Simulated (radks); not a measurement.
Values are calculated unless marked as measured or tabulated.
Effect of the nuclear size on the tungsten ion W+, [Xe] 4f14 5d4 6s1. Code: a radial shooting solver on a logarithmic mesh with Libxc functionals. Model: Dirac Kohn-Sham, PBE, spin-unpolarised, spherical densities, finite nucleus; open shells are shared between the two j in proportion to 2j + 1; Fermi nuclear charge, rms radius 5.3658 fm. The rms radius is varied about that value; shifts are against it.

rms radius (fm)  total energy shift (eV)  density at nucleus (e/bohr^3)  1s1/2 shift (meV)  2s1/2 shift (meV)  5s1/2 shift (meV)  5p1/2 shift (meV)  6s1/2 shift (meV)  5d5/2 shift (meV)  6p1/2 (empty) shift (meV)
4.4536                             -18.6                      1.519e+06              -7530              -1060              -9.86              0.315              -1.00              0.363                      0.110
4.8507                             -10.8                      1.475e+06              -4370               -615              -5.71              0.183             -0.580              0.211                      0.064
5.3658                                 0                      1.424e+06              0.000              0.000              0.000              0.000              0.000              0.000                      0.000
5.7682                              8.91                      1.389e+06               3610                509               4.72             -0.151              0.479             -0.174                     -0.053
6.5838                              28.2                      1.327e+06              11400               1610               15.0             -0.476               1.52             -0.552                     -0.167

Slopes of the eigenvalues against <r^2> in GHz/fm^2, as finite differences over the two radii next to the reference (eigenvalue slopes, not the field-shift constants of lines): 1s1/2 198000, 2s1/2 27900, 5s1/2 259, 5p1/2 -8.27, 6s1/2 26.3, 5d5/2 -9.55, 6p1/2 (empty) -2.89.
